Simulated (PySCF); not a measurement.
Work out the structure from these simulated measurements.

Formula: C6H6O2S.

- 13C NMR: chemical shifts (computed TMS as zero) by class: 171.9 (1 C), 165.0 (1 C), 130.1 (1 C), 121.5 (1 C), 118.1 (1 C), 24.3 (1 C) ppm [GIAO PBE0/pcSseg-1]
- Rotational structure: rotational constants A, B, C: 3.572, 0.895, 0.719 GHz [GFN2-xTB]
- Dipole: 1.31 D [PBE0/def2-SVPD]
- Triplet: lowest triplet excitation (Tamm–Dancoff): 3.58 eV [TDA PBE0/def2-SVPD]
- NMR, other nuclei: isotropic shieldings of nuclei other than C and H, by class: -128 (1 O), 100 (1 O), 303 (1 S) ppm [GIAO PBE0/pcSseg-1]
- 1H NMR: chemical shifts (computed TMS as zero) by class: 8.06 (1 H), 6.97 (1 H), 6.61 (1 H), 2.26 (3 H) ppm [GIAO PBE0/pcSseg-1]
- Polarisability: 94.3 au [PBE0/def2-SVPD]

Electronic properties: PySCF, gas phase, density fitting. Levels stand in brackets. Geometry: GFN2-xTB, one conformer, isolated molecule. NMR classes are plain means over equivalent atoms (diastereotopic ones count apart unless rotation or inversion swaps them), as if these changed places fast.

**Question.** Give a SMILES that accounts for the data.

**Answer.** Numbering: `[CH3:1][C:2](=[O:3])[O:4][c:5]1[cH:6][cH:7][cH:8][s:9]1`. Its formula, C6H6O2S, gives 4 degrees of unsaturation: 1 ring and 3 π bonds in the structure found (Kekulé form). 6 carbons fall into 6 classes; from least to most shielded: ester carbonyl carbon [C2] (171.9 ppm), aromatic carbon bearing oxygen [C5] (165.0 ppm), aromatic CH carbon [C7] (130.1 ppm), aromatic CH next to a ring sulfur [C8] (121.5 ppm), aromatic CH carbon [C6] (118.1 ppm), methyl carbon next to a carbonyl [C1] (24.3 ppm). Hydrogen classes from least to most shielded: 1 H on an aromatic CH carbon, C6 (8.06 ppm), 1 H on an aromatic CH carbon, C7 (6.97 ppm), 1 H on an aromatic CH next to a ring sulfur, C8 (6.61 ppm), 3 H on a methyl carbon next to a carbonyl, C1 (2.26 ppm). The other shieldings belong to: -128 ppm, ester carbonyl oxygen [O3]; 100 ppm, ester single-bonded oxygen [O4]; 303 ppm, thiophene-type sulfur [S9]. The optimised geometry has point group Cs and is an asymmetric top. Structure: `CC(=O)OC1=CC=CS1`. Computed isomers that give other values at the same levels: `COC(=O)c1cccs1` (13C chemical shifts (computed TMS as zero) by class: 166.9 (1 C), 142.5 (1 C), 141.9 (1 C), 140.3 (1 C), 131.9 (1 C), 50.9 (1 C) ppm); `COC(=O)c1ccsc1` (rotational constant A: 4.194 GHz; this holds for the one conformer computed); `C=CC1=CSCC(=O)O1` (rotational constant A: 2.151 GHz; this holds for the one conformer computed). The assignments are read from this structure; whether some other isomer fits the data as well wasn't checked.

Shape of the structure used: `[CH3:1][C:2](=[O:3])[O:4][c:5]1[cH:6][cH:7][cH:8][s:9]1`: C1–C2–O4–C5 180°, C2–O4–C5–C6 0°.
